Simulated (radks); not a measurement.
I36+, configuration [Ne] 3s2 3p5. All-electron calculation, Dirac Kohn-Sham, BLYP, spin-unpolarised, spherical densities, point nucleus; open shells are shared between the two j in proportion to 2j + 1. Program: a radial shooting solver on a logarithmic mesh with Libxc functionals.

Unscreened Slater integrals over Kohn-Sham orbitals (hartree). Large and small components are both included. Empty in this configuration: 3d3/2.

F0(3p3/2,3p3/2): 3.2095
F2(3p3/2,3p3/2): 1.6102
F0(3p3/2,3p1/2): 3.2592
G2(3p3/2,3p1/2): 1.6197
F0(3p3/2,3s1/2): 3.1740
G1(3p3/2,3s1/2): 2.0556
F0(3p3/2,2p3/2): 4.2488
F2(3p3/2,2p3/2): 1.0869
G0(3p3/2,2p3/2): 0.43262
G2(3p3/2,2p3/2): 0.47536
F0(3p3/2,3d3/2): 3.3911
F2(3p3/2,3d3/2): 1.6164
G1(3p3/2,3d3/2): 1.6768
G3(3p3/2,3d3/2): 1.1321
F0(3p1/2,3p1/2): 3.3123
F0(3p1/2,3s1/2): 3.2208
G1(3p1/2,3s1/2): 2.0460
F0(3p1/2,2p3/2): 4.3635
G2(3p1/2,2p3/2): 0.47057
F0(3p1/2,3d3/2): 3.4539
G1(3p1/2,3d3/2): 1.7867
F0(3s1/2,3s1/2): 3.1470
F0(3s1/2,2p3/2): 4.1222
G1(3s1/2,2p3/2): 0.41842
F0(3s1/2,3d3/2): 3.3516
G2(3s1/2,3d3/2): 1.2833
F0(2p3/2,2p3/2): 8.8566
F2(2p3/2,2p3/2): 4.2215
F0(2p3/2,3d3/2): 4.6792
F2(2p3/2,3d3/2): 1.4614
G1(2p3/2,3d3/2): 1.3505
G3(2p3/2,3d3/2): 0.77972
F0(3d3/2,3d3/2): 3.7028
F2(3d3/2,3d3/2): 1.9113
